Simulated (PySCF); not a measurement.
Species: C5H9NOSi.
Atom-mapped SMILES: `[N:1]#[C:2][C@@H:3]1[CH2:4][O:5][CH2:6][CH2:7][SiH2:8]1`

Definitions: NICS(0) = −σiso at the ring centroid; NICS(1) = −σiso and NICS(1)zz = −σzz at ±1 Å along the ring normal z. Level: GIAO PBE0/pcSseg-1 (PySCF, non-relativistic, gas phase) on the GFN2-xTB geometry, one conformer.

Ring bond lengths (Å), with Mayer bond orders in brackets: C3–C4 1.541 (0.98), C4–O5 1.402 (0.95), O5–C6 1.409 (0.93), C6–C7 1.532 (1.03), C7–Si8 1.901 (0.91), Si8–C3 1.923 (0.80).

Q: Give the NICS values of each ring in ppm.

A: 
| ring | type | NICS(0) | NICS(1), two faces | NICS(1)zz, two faces | rms pucker (Å) | centre to ring atoms, mean (Å) |
| --- | --- | --- | --- | --- | --- | --- |
| C3–C4–O5–C6–C7–Si8 | 6-membered ring with O and Si; formal bonds all single | -2.5 | -1.7 / -2.4 | 2.9 / 2.9 | 0.24 | 1.55 |

Q: What can be read from them?

A: 
- C3–C4–O5–C6–C7–Si8: mean NICS(1)zz 2.9 ppm, near zero. C3, C4, C6, C7, Si8 have four or more neighbours; no verdict on aromaticity is drawn.

Q: Give the inner angles of the rings and the Hirshfeld charges of the ring atoms.

A: 
- C3–C4–O5–C6–C7–Si8: C3 108.9° (-0.099 e), C4 113.1° (+0.011 e), O5 114.8° (-0.139 e), C6 113.4° (+0.006 e), C7 110.0° (-0.166 e), Si8 101.0° (+0.360 e); sum 661.4° against 720° for a flat convex ring.

Q: What are the shieldings of the ring atoms and their hydrogens in the same run (means over atoms taken as equivalent)?

A: 
| atoms | environment | σ isotropic (ppm) | principal values of the symmetric part, first atom (ppm) |
| --- | --- | --- | --- |
| C3 | sp3 carbon bound to silicon | 176.6 | 154.1, 180.4, 195.2 |
| C4 | sp3 carbon bound to oxygen | 113.5 | 83.3, 95.3, 161.8 |
| O5 | cyclic ether oxygen | 281.2 | 232.9, 291.2, 319.5 |
| C6 | sp3 carbon bound to oxygen | 115.6 | 86.3, 96.4, 164.1 |
| C7 | sp3 carbon bound to silicon | 176.0 | 156.7, 183.9, 187.4 |
| Si8 | SiH2 silicon | 393.7 | 369.3, 400.7, 411.2 |
| H on C3 | methine hydrogen | 29.74 | 25.6, 28.8, 34.9 |
| H on C4 | methylene hydrogen | 27.04 | 21.9, 27.5, 31.7 |
| H on C4 | methylene hydrogen | 28.25 | 24.0, 28.6, 32.1 |
| H on C6 | methylene hydrogen | 27.17 | 21.9, 26.7, 32.9 |
| H on C6 | methylene hydrogen | 28.24 | 23.7, 27.9, 33.1 |
| H on C7 | methylene hydrogen | 31.15 | 27.0, 27.8, 38.7 |
| H on C7 | methylene hydrogen | 30.61 | 26.9, 28.0, 36.9 |
| H on Si8 | Si–H hydrogen | 27.38 | 24.4, 25.7, 32.0 |

The list is cut; further classes of hydrogen are left out.

Time: 55 s of wall time; peak memory 0.84 GiB. Hardware: Arm Neoverse N1, one thread, no GPU (shared host). This is the whole shielding run at PBE0/pcSseg-1, SCF included.
